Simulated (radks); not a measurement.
Values are calculated unless marked as measured or tabulated.
Coulomb parameter of the 4d shell of the ruthenium ion Ru+ in the model configuration [Kr] 4d5.5 5p1.5, as a second difference U = [E(n + 0.25) + E(n - 0.25) - 2 E(n)] / (0.25)^2 with all orbitals relaxed. "Bare": the charge of the atom changes with n. "Screened": the 5p shell takes up the change at fixed total charge, which measures U(4d,4d) + U(5p,5p) - 2 U(4d,5p). Code: a radial shooting solver on a logarithmic mesh with Libxc functionals. Model: scalar-relativistic Kohn-Sham, SCAN, spin-unpolarised, spherical densities, finite nucleus; meta-GGA in the generalised Kohn-Sham scheme; Fermi nuclear charge, rms radius 4.4809 fm.

case                 configuration  E - E(n) (eV)
start             [Kr] 4d5.5 5p1.5          0.000
bare +0.25       [Kr] 4d5.75 5p1.5         -4.369
bare -0.25       [Kr] 4d5.25 5p1.5          5.072
screened +0.25  [Kr] 4d5.75 5p1.25         -2.569
screened -0.25  [Kr] 4d5.25 5p1.75          2.736

U(bare) = 11.238 eV, U(screened by 5p) = 2.675 eV, against the Slater integral F0(4d,4d) = 16.378 eV with frozen orbitals.
